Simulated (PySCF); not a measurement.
Q: What does the PBE0-D3(BJ)/def2-SVP structure of `[BH3-][N+]#CCCC(F)(F)F` look like in three dimensions?

A: 
```xyz
16
C4H7BF3N angstrom
B     -2.3715   -2.1908    1.4937
N     -1.5788   -1.1034    0.7671
C     -0.9778   -0.2893    0.2188
C     -0.1894    0.7175   -0.4661
C      1.3124    0.5185   -0.2616
C      2.1068    1.5429   -1.0340
F      1.7800    2.7852   -0.6625
F      3.4110    1.3836   -0.8352
F      1.8754    1.4459   -2.3474
H     -2.3573   -1.8816    2.6773
H     -1.7768   -3.2363    1.2678
H     -3.4933   -2.1687    1.0066
H     -0.4370    0.6781   -1.5397
H     -0.4987    1.7106   -0.1020
H      1.5822    0.6145    0.7997
H      1.6294   -0.4781   -0.5999
```

Any rigid rotation of these coordinates is as good. Atoms count from 1 in this order. B1 (four-coordinate boron) is distorted tetrahedral (angles from 105.5° to 113.0°). The C–C distances run from 1.451 Å (C3–C4, drawn single) to 1.529 Å (C4–C5, drawn single), a spread of 0.078 Å. Of the pairs four or more bonds apart, F9···H13 is among the closest relative to their van der Waals radii: 2.57 Å, 96 % of the sum of Bondi's values.

Bonds between heavy atoms (Å): B1–N2 1.529, N2≡C3 1.151, C3–C4 1.451, C4–C5 1.529, C5–C6 1.509, C6–F7 1.337, C6–F8 1.329, C6–F9 1.337.

Method used: PySCF 2.14.0, PBE0-D3(BJ)/def2-SVP geometry optimisation, gas phase.

No PBE0-D3(BJ)/def2-SVP frequencies stand behind this structure, so it isn't proved a minimum. One conformer, not necessarily the lowest (C3–C4–C5–C6 178°).
